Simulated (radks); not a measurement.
Question: The oxygen anion O-, [He] 2s2 2p5, held by a Watson sphere: a shell of charge +1 at radius R that stands for the Madelung well of a crystal (potential energy -1/R inside, -1/r outside, in hartree with lengths in bohr). Calculated with a radial shooting solver on a logarithmic mesh with Libxc functionals: non-relativistic Kohn-Sham, LDA (Slater exchange, Perdew-Wang correlation), spin-polarised, spherical densities, point nucleus; open shells are filled with parallel spins first. Response by self-consistent Sternheimer equations with the Hartree and adiabatic LDA kernel. The sphere does not respond.

| R (bohr) | e(2s down) (eV) | e(2p up) (eV) | e(2p down) (eV) | <r> 2p (bohr) | sum of <r^2> (bohr^2) | X-ray form factor at sin(theta)/lambda = 0.1 1/angstrom | alpha (bohr^3) |
|---|---|---|---|---|---|---|---|
| 1.77 | -22.339 | -9.281 | -8.025 | 1.391 | 15.85 | 7.965 | 8.942 |
| 1.97 | -21.735 | -8.772 | -7.531 | 1.419 | 16.44 | 7.934 | 10.05 |
| 2.22 | -21.046 | -8.171 | -6.944 | 1.451 | 17.10 | 7.901 | 11.55 |
| 2.37 | -20.668 | -7.833 | -6.610 | 1.469 | 17.46 | 7.883 | 12.52 |
| 2.6 | -20.137 | -7.346 | -6.129 | 1.494 | 17.98 | 7.860 | 14.09 |
| 3.54 | -18.453 | -5.744 | -4.528 | 1.574 | 19.67 | 7.792 | 21.40 |

Estimate the row for R = 2.71 bohr.

Answer: e(2s down) (eV) -19.902; e(2p up) (eV) -7.128; e(2p down) (eV) -5.912; <r> 2p (bohr) 1.505; sum of <r^2> (bohr^2) 18.21; X-ray form factor at sin(theta)/lambda = 0.1 1/angstrom 7.849; alpha (bohr^3) 14.87.
